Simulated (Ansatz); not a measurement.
The same path of CH$_{7}$AlOSi (11 atoms, charge 0, multiplicity 1) was run twice with different band settings. The coordinate that changes most is the dihedral Al4–Si2–O3–H9.

The calculation used Ansatz, RKS PBE-D4/def2-SVP.

Relaxed end points:

```xyz
11
Properties=species:S:1:pos:R:3
C -1.001 1.360 -0.086
Si 0.541 0.274 -0.170
O 1.402 0.623 1.260
Al -0.057 -2.137 -0.237
H -1.644 1.081 0.773
H -0.704 2.422 0.034
H -1.600 1.271 -1.016
H 1.351 0.701 -1.383
H 2.301 0.254 1.292
H 0.383 -3.135 -1.420
H -0.906 -2.771 0.974
```

```xyz
11
Properties=species:S:1:pos:R:3
C -0.942 1.389 -0.155
Si 0.597 0.278 -0.225
O 1.663 0.582 1.070
Al 0.036 -2.135 -0.252
H -1.588 1.162 0.717
H -0.639 2.455 -0.090
H -1.549 1.261 -1.076
H 1.385 0.684 -1.445
H 1.392 0.163 1.905
H -0.402 -2.950 -1.567
H 0.112 -2.947 1.138
```

Common settings: movable images 9; climbing image yes; spring 5.0 eV/Å²; start path through a guess of the saddle point; force threshold 0.05 eV/Å; iteration limit 60; end points relaxed.

| run | optimiser |
| --- | --- |
| 1 | quadratic models (default) |
| 2 | fire |

**Question.** What does each run give, and how far can it be trusted?

**Answer.** Run 1: converged after 22 iterations, highest image 0.000 eV above the first end. The highest image is an end point: on this band no image between the ends rises above it. Inner images lie up to 0.004 eV below the lower end, so the ends aren't the lowest states on this path. Between wells the path still climbs a hump at image 8, 0.01 eV above the well before it.
Run 2: converged after 45 iterations, highest image 0.032 eV above the first end. The order of the stationary point at the top wasn't checked.
